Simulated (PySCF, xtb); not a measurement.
AlCl2, SMILES [Cl][Al][Cl], multiplicity 2.

Harmonic wavenumbers (cm⁻¹) from xtb 6.7.1 with GFN2-xTB at its own minimum, in rising order: 93, 448, 592.

### Question
What does PySCF with r2SCAN-D4/def2-TZVP give at its own minimum? (The exact figures need the calculation; the answer reports its results.)

### Answer
148, 458, 571. Paired by order, the mean absolute difference is 29 cm⁻¹ and the zero-point energies are 1.6 and 1.7 kcal/mol.
